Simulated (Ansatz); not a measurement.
A run for Ansatz (a quantum-chemistry and plane-wave program): R-BHLYP/def2-TZVPP on ClOV (SMILES [O]=[V][Cl]), 2S+1 = 1, a spin state set in the input, which need not be the lowest.

Ansatz 0.2 input:
```yaml
crystal:
  periodic: [false, false, false]
  atoms:
    - {symbol: V, position_ang: [0.41098105, 0.24088544, -0.19173761]}
    - {symbol: O, position_ang: [-0.40080339, 1.31086001, -1.01530397]}
    - {symbol: Cl, position_ang: [-0.04344638, -1.50437385, 1.13672195]}
basis:
  gaussian:
    orbitals: def2-TZVPP
hamiltonian:
  xc: {name: BHLYP}
```

Output:

```
WARN ansatz: RAYON_NUM_THREADS=4 ignored (pool sized by the plan → 4); use --threads N
Functional definition: BHLYP
integrals: 0.06 GiB planned
1092 factors; their error is unknown
mean field: 0.57 GiB planned
mean field evaluation 1: about -40244.9517 eV, gradient 7.5e1 eV
mean field evaluation 2: about -39998.8213 eV, gradient 3.9e2 eV
mean field evaluation 4: about -40254.9077 eV, gradient 2.5e1 eV
mean field evaluation 8: about -40256.5416 eV, gradient 2.0e0 eV
mean field evaluation 16: about -40256.9411 eV, gradient 2.5e-1 eV
mean field evaluation 32: about -40256.9412 eV, gradient 1.1e-4 eV
mean field -40256.94121320 eV, -1479.4153024504 hartree, gradient 9.1e-6 eV, S^2 0.000000; 1 other end points of the search recorded, 0 dependent functions left out
reference -40256.94136208 eV, -1479.4153079215 hartree; 24, 24 occupied and 113, 113 virtual orbitals, 1092 factors
Total energy: -40256.94136208 eV, -1479.4153079215 hartree
```

The run converged.

Cost: about 18 core-seconds (a rough figure).
